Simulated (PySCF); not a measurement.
Correlation energy of Au+ (gold, charge +1)

Starting occupation: [Xe] 4f14 5d10. Computed with PySCF 2.14 in x2c-TZVPPall-2c with one added diffuse shell each of s, p, d, f type (12s12p11d4f1g, 140 functions), with X2C-1e with screened-nucleus spin-orbit coupling, Gaussian nucleus. Frozen: [Kr] 4d10 4f14; 18 electrons correlated; the 38 highest virtual spinors left out.

MP2 pair energies summed by pair of shells (mhartree):

```tsv
pair	energy	share (%)
5d3/2-5d5/2	-156.32	28.5
5d5/2-5d5/2	-109.55	20.0
5d5/2-5p3/2	-61.01	11.1
5d3/2-5d3/2	-47.06	8.6
5d3/2-5p3/2	-41.67	7.6
5d5/2-5p1/2	-26.01	4.7
5d3/2-5p1/2	-19.08	3.5
5p3/2-5p3/2	-17.81	3.2
5p1/2-5p3/2	-16.07	2.9
5d5/2-5s1/2	-15.65	2.9
5p3/2-5s1/2	-13.26	2.4
5d3/2-5s1/2	-10.74	2.0
5p1/2-5s1/2	-6.33	1.2
5p1/2-5p1/2	-4.33	0.8
5s1/2-5s1/2	-3.11	0.6
```

Total MP2 correlation energy: -548.00 mhartree.

The virtual space was cut to 110 spinors, which keep -530.59 of the -548.00 mhartree of MP2 correlation.

```csv
level,correlation energy (mhartree)
CCSD,-507.24
```

Diagnostics: T1 = 0.0057, largest double amplitude 0.026.

Q: Is a single reference adequate?

A: Yes: T1 lies below 0.03 and no double amplitude reaches 0.07.

The coupled-cluster values are those of the cut space; adding the MP2 remainder, -17.41 mhartree, estimates the full space.

This basis was not built for core-valence correlation, so the inner-shell part is incomplete.
